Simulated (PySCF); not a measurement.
## Electron affinity of K by level of theory

K- [Ar] 4s2 (1S) → K [Ar] 4s1 (2S), as a difference of total energies. Calculation: PySCF 2.14, in aug-cc-pwCVTZ-X2C; scalar relativity by spin-free X2C-1e. Correlated levels: valence: [Ar] frozen. The calculations carry no spin-orbit coupling.

Order these methods by the electron affinity they give, lowest first.
A. MP2 (valence)
B. UHF
C. SCS-MP2 (valence)
D. CCSD (valence)

B (-0.088 eV), A (0.298 eV), C (0.375 eV), D (0.491 eV).

Errors of the correlated levels include the incompleteness of this basis and the frozen core.

A negative affinity means that the anion lies above the atom at that level of theory.

With two correlated electrons CCSD is exact in that space.

The coupled-cluster amplitudes are large for K- (T1 above 0.03 or a double amplitude above 0.15), so a single reference is strained.

For comparison: 0.501 eV (measured; photodetachment measurements, as compiled on the Wikipedia data page of electron affinities).
